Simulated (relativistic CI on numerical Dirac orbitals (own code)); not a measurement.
Computed by Dirac-Coulomb-Breit CI, orbitals from a KLI potential per configuration, QED by a radiative potential, unscaled Slater integrals (own radial code, finite nucleus).

The strongest absorption lines from the ground level of an ion, among the configurations computed and to levels below about 170 eV (vacuum wavelength in nm, gf): 9.2850 (0.56), 9.3397 (0.46), 10.221 (1.6), 10.609 (0.55), 10.723 (9.3), 10.788 (13), 10.844 (3.8), 14.242 (0.18).

Problem. Which ion is it?
A. Sb13+
B. La19+
C. I15+
D. I17+

Solution. C. I15+ has 38 electrons and the ground level 4s²4p⁶4d² ³F2; the strongest line goes to 4s²4p⁶4d4f ³G°3. The pattern of lines fixes the number of electrons, and along that sequence the line energies rise steadily with the charge (about as its square where n changes within one kind of shell, about linearly where n is kept but much faster in heavy ions where fine structure, which grows about as Z⁴, sets the gap, and irregularly where shells cross), which fixes Z. Configurations outside the model, such as inner-shell arrays, can give stronger lines. At this charge energies of transitions that change n are usually good to better than 1 %, and those within a shell (Δn = 0) to a few per cent. Terms inside the open d or f shell come out 10 to 20 % too wide with unscaled integrals. Levels and lines within the n = 5 or 6 shells can be off by up to 10 % or somewhat more, and those that change n by about 2 %, since core polarisation is missing.

LS names give the leading component of a level, which can be under half, so a name can repeat, a term be missing and a line seem to break the LS rules.
